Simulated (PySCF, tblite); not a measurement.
Isomers of C7H15P. Level: GFN2-xTB in tblite, geometry and Hessian alike; calculated harmonic values, unscaled, isolated species. Against measured fundamentals such values can be off by several per cent, at times by over 20. Modes of hydrogen on phosphorus can be 10 to 20 % off. One conformer each.

Electronic energies: PBE0/pcSseg-1 single points on the GFN2-xTB geometries (PySCF, gas phase).

```csv
SMILES,"electronic energy, lowest = 0 (kJ/mol)"
CC(C)PC1CCC1,17.3
CC(C)P(C)C1CC1,0.0
C=P1(C)CCCCC1,43.6
C=CP(CC)C(C)C,2.9
C=CCPCC(C)C,12.4
C=CPC(C)(C)CC,21.5
```

Task: How do GFN2-xTB zero-point energies change the relative energies?

Result: 
```
        SMILES  ZPE (kJ/mol)  of it from modes above 1550 cm⁻¹  electronic (kJ/mol)  with ZPE, lowest = 0 (kJ/mol)  lowest mode (cm⁻¹)  rings
CC(C)P(C)C1CC1         527.6                             271.0                  0.0                            0.6                  55      1
 C=CP(CC)C(C)C         524.1                             279.7                  2.9                            0.0                  42      0
   C=CCPCC(C)C         522.0                             275.3                 12.4                            7.4                  33      0
  CC(C)PC1CCC1         530.3                             264.1                 17.3                           20.6                  41      1
 C=CPC(C)(C)CC         522.8                             276.4                 21.5                           17.3                  44      0
 C=P1(C)CCCCC1         525.0                             265.9                 43.6                           41.7                 114      1
```

The zero-point energies span 8.3 kJ/mol, from `C=CCPCC(C)C` to `CC(C)PC1CCC1`. With it `C=CP(CC)C(C)C` becomes the lowest.

Task: And how do the electronic energies of GFN2-xTB itself compare?

Result: `CC(C)P(C)C1CC1` 22.2; `C=CP(CC)C(C)C` 58.0; `C=CCPCC(C)C` 43.7; `CC(C)PC1CCC1` 0.0; `C=CPC(C)(C)CC` 51.4; `C=P1(C)CCCCC1` 67.7 kJ/mol, lowest = 0. Against the energies above, taken from the same isomer `CC(C)P(C)C1CC1`, the largest difference is 39.5 kJ/mol.

Task: What do entropy and thermal enthalpy add at 298.15 K and 1 bar (rigid rotor, harmonic oscillator, one conformer each)?

Result: 
```json
{"SMILES": "CC(C)P(C)C1CC1", "point group": "C1", "symmetry number": "1", "S (J/(mol K))": "426.8", "H − H(0) (kJ/mol)": "31.60", "ZPE + H − H(0) − TS (kJ/mol)": "432.0"}
{"SMILES": "C=CP(CC)C(C)C", "point group": "C1", "symmetry number": "1", "S (J/(mol K))": "446.4", "H − H(0) (kJ/mol)": "33.67", "ZPE + H − H(0) − TS (kJ/mol)": "424.7"}
{"SMILES": "C=CCPCC(C)C", "point group": "C1", "symmetry number": "1", "S (J/(mol K))": "446.2", "H − H(0) (kJ/mol)": "32.31", "ZPE + H − H(0) − TS (kJ/mol)": "421.3"}
{"SMILES": "CC(C)PC1CCC1", "point group": "C1", "symmetry number": "1", "S (J/(mol K))": "419.1", "H − H(0) (kJ/mol)": "29.55", "ZPE + H − H(0) − TS (kJ/mol)": "434.9"}
{"SMILES": "C=CPC(C)(C)CC", "point group": "C1", "symmetry number": "1", "S (J/(mol K))": "433.3", "H − H(0) (kJ/mol)": "32.33", "ZPE + H − H(0) − TS (kJ/mol)": "425.9"}
{"SMILES": "C=P1(C)CCCCC1", "point group": "Cs", "symmetry number": "1", "S (J/(mol K))": "392.1", "H − H(0) (kJ/mol)": "28.39", "ZPE + H − H(0) − TS (kJ/mol)": "436.5"}
```
